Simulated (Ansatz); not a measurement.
Br2, SMILES BrBr (connectivity only; charge and spin as stated), charge -1, multiplicity 2.

The structure is a stationary point at PBE0-D3(BJ)/def2-TZVPD.

Two levels are set side by side: PBE/def2-TZVPD (Ansatz, an electronic-structure program) and CAM-B3LYP/def2-TZVPD (Ansatz). Energy differences of separate SCF runs at the same geometry; the states with an electron removed or added have multiplicity 1. Differences are taken from unrounded values.

```tsv
quantity	CAM-B3LYP
vertical ionisation energy (eV)	4.15
```

Question: What does PBE give, and how far is it from CAM-B3LYP? (The exact figures need the calculation; the answer reports its results.)

Answer: 
```json
[
 {"quantity": "vertical ionisation energy (eV)", "PBE": "3.76", "PBE minus CAM-B3LYP": "-0.39"}
]
```
